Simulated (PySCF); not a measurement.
H4Al2Br2, singlet (CAM-B3LYP/def2-SVP optimised geometry):

```
8

Al    -0.996    -0.168     0.000
Al     1.392    -0.977     2.338
Br     1.479    -0.168     0.000
H     -1.479    -1.325    -0.942
H     -1.479     1.325     0.000
Br    -1.084    -0.996     2.331
H      1.886    -2.466     2.353
H      1.863     0.193     3.272
```

Method: CAM-B3LYP/def2-TZVP (PySCF).

What are the frontier orbital energies and the dipole moment?

HOMO-2 -10.55 eV, HOMO-1 -10.35 eV, HOMO -9.61 eV, LUMO -0.09 eV, LUMO+1 0.54 eV; dipole moment 0.01 D.

Meta-Löwdin charges at CAM-B3LYP/def2-TZVP: Al1 0.49, Al2 0.49, Br3 -0.21, H4 -0.14, H5 -0.14, Br6 -0.21, H7 -0.14, H8 -0.14.
